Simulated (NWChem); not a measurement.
Molecule: AlAsH4; SMILES [AlH2][AsH2]

```xyz
6

Al     0.0157    -1.6728     0.0000
As     0.0501     0.7581     0.0000
H     -0.9907     0.8258    -1.1128
H     -0.9907     0.8258     1.1128
H      0.0621    -2.4614     1.3813
H      0.0621    -2.4614    -1.3813
```
Atoms are numbered in this order, from 1.

Computed with NWChem. Structure relaxed at the PBE0/def2-SVP level.

Q: Taking PBE/cc-pVQZ as the yardstick, which of these has the fewest basis functions while keeping “dipole (D)” within 0.05 D of it: PBE/aug-cc-pVTZ; PBE/cc-pVDZ; PBE/aug-cc-pVDZ; PBE/cc-pVTZ?

A: PBE/aug-cc-pVDZ.
```csv
level,basis functions,dipole (D),relative time (rough)
PBE/cc-pVDZ,65,0.42,1
PBE/aug-cc-pVDZ,99,0.32,1
PBE/cc-pVTZ,133,0.35,5
PBE/aug-cc-pVTZ,201,0.32,2
PBE/cc-pVQZ,247,0.32,5
```

The yardstick is one finite set, not the basis-set limit.
